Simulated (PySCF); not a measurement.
Species: tert-butyl acetate, `C(OC(C)(C)C)(=O)C`. The columns A, B, C and D hold Mulliken, IAO, Hirshfeld and ESP-fitted charges (e) of one PBE0/pcSseg-1 density (PySCF), in a shuffled order. Coordinates in Å (PBE0-D3(BJ)/def2-SVP); the density's dipole moment is (-0.57, -0.88, -1.65) D.

| atom | x | y | z | A | B | C | D |
| --- | --- | --- | --- | --- | --- | --- | --- |
| C1 | 2.957 | -0.249 | -0.049 | -0.647 | -0.467 | -0.123 | -0.242 |
| C2 | 1.584 | 0.147 | 0.419 | +0.886 | +0.527 | +0.220 | +0.403 |
| O3 | 1.356 | 0.744 | 1.440 | -0.588 | -0.474 | -0.249 | -0.423 |
| O4 | 0.662 | -0.255 | -0.459 | -0.570 | -0.362 | -0.095 | -0.472 |
| C5 | -0.757 | -0.010 | -0.251 | +0.867 | +0.238 | +0.100 | -0.242 |
| C6 | -1.026 | 1.489 | -0.203 | -0.655 | -0.426 | -0.128 | -0.192 |
| C7 | -1.227 | -0.717 | 1.014 | -0.660 | -0.426 | -0.128 | -0.192 |
| C8 | -1.396 | -0.631 | -1.484 | -0.613 | -0.408 | -0.123 | -0.172 |
| H9 | 3.000 | -1.336 | -0.211 | +0.182 | +0.167 | +0.054 | +0.142 |
| H10 | 3.173 | 0.230 | -1.016 | +0.182 | +0.167 | +0.055 | +0.143 |
| H11 | 3.701 | 0.055 | 0.695 | +0.171 | +0.165 | +0.053 | +0.141 |
| H12 | -0.579 | 1.942 | 0.691 | +0.186 | +0.160 | +0.036 | +0.148 |
| H13 | -2.111 | 1.670 | -0.189 | +0.152 | +0.139 | +0.044 | +0.114 |
| H14 | -0.610 | 1.979 | -1.096 | +0.154 | +0.139 | +0.038 | +0.115 |
| H15 | -2.320 | -0.632 | 1.099 | +0.153 | +0.140 | +0.045 | +0.115 |
| H16 | -0.971 | -1.787 | 0.969 | +0.155 | +0.138 | +0.038 | +0.114 |
| H17 | -0.766 | -0.277 | 1.907 | +0.188 | +0.160 | +0.036 | +0.148 |
| H18 | -1.158 | -1.703 | -1.541 | +0.154 | +0.143 | +0.040 | +0.119 |
| H19 | -2.489 | -0.516 | -1.447 | +0.148 | +0.139 | +0.045 | +0.113 |
| H20 | -1.023 | -0.145 | -2.397 | +0.154 | +0.143 | +0.040 | +0.119 |

**Question.** Which column most likely holds the ESP-fitted charges?

**Answer.** A. Σ q r misses the density's dipole by 0.02 D (A), 0.32 D (B), 0.33 D (D), 0.64 D (C). Charges fitted to the outside potential are the only set here that is tied to the molecule's multipoles.

**Question.** And the Hirshfeld charges?

**Answer.** C. The mean sizes are 0.085 e (C), 0.193 e (D), 0.256 e (B), 0.373 e (A), and Hirshfeld charges are commonly the smallest of these schemes.

As computed, A = ESP-fitted, B = IAO, C = Hirshfeld, D = Mulliken. Hydrogens on carbon: ESP-fitted +0.15 to +0.19, IAO +0.14 to +0.17, Hirshfeld +0.04 to +0.06, Mulliken +0.11 to +0.15 e.

The IAO scheme projects the occupied orbitals on a minimal set of polarised atomic orbitals and counts the electrons in each atom's part of it. The Mulliken scheme counts on each atom the diagonal of the density matrix times the overlap matrix over that atom's basis functions.

Geometry: PBE0-D3(BJ)/def2-SVP, one conformer, isolated molecule.

The values belong to the conformer `[CH3:1][C:2](=[O:3])[O:4][C:5]([CH3:6])([CH3:7])[CH3:8]`: C1–C2–O4–C5 180°, C2–O4–C5–C6 62°.
